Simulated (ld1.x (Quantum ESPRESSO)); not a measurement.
## Cl: ultrasoft pseudisation with PBE, scalar-relativistic reference atom.

| Property | Result |
| --- | --- |
| Element | chlorine |
| Generator | ld1.x (Quantum ESPRESSO) 7.5 |
| Type | ultrasoft |
| Functional | PBE |
| Relativity | scalar-relativistic |
| Frozen core | [Ne] |
| Valence charge | 7 |
| Reference configuration | 3s2 3p5 |
| Partial waves | 3s (bound): rcut 1.20, rcutus 1.40 bohr; 3s channel at 0.5 Ry: rcut 1.20, rcutus 1.40 bohr; 3p (bound): rcut 0.90, rcutus 1.20 bohr; 3p channel at 0.75 Ry: rcut 0.90, rcutus 1.20 bohr; 3d channel at 0.4 Ry: rcut 1.30, rcutus 1.45 bohr; 3d channel at 2.7 Ry: rcut 1.30, rcutus 1.45 bohr |
| Local potential | all-electron potential smoothed inside 1.15 bohr (lloc = -2) |
| Core correction | none |
| Augmentation charge | PSQ, inside the norm-conserving radii |

All-electron outer shells of the reference configuration (PBE, scalar-relativistic, ld1.x):

| shell | level (eV) | outermost node (bohr) | outermost maximum (bohr) |
| --- | --- | --- | --- |
| 2s | -252.70 | 0.12 | 0.36 |
| 2p | -191.63 | – | 0.30 |
| 3s | -20.69 | 0.55 | 1.29 |
| 3p | -8.59 | 0.53 | 1.43 |

Estimate the cutoffs (Ry, on a coarse ladder) from which the occupation-weighted sum of valence levels, in a spherical-Bessel basis at the reference potential, stays within 10 and 1 mRy of its value at 400 Ry.

18 Ry and 50 Ry.

Does the potential have ghost states?

No extra level below or beside the all-electron valence levels (s, p, d, f tested).

Is the overlap operator S = 1 + Σ q|β⟩⟨β| positive definite (Bessel basis up to 400 Ry)?

Yes: its lowest eigenvalue is 0.44 (s channel).

Tests: 3s2 3p4; 3s2 3p3; 3s2 3p2; 3s1 3p6; 3s2 3p4.5; 3s1 3p5; 3s2 3p1. Which has the largest error in its energy relative to the reference configuration, and how large is it?

3s2 3p1, with +37 meV (all-electron minus pseudo) on +129.87 eV.
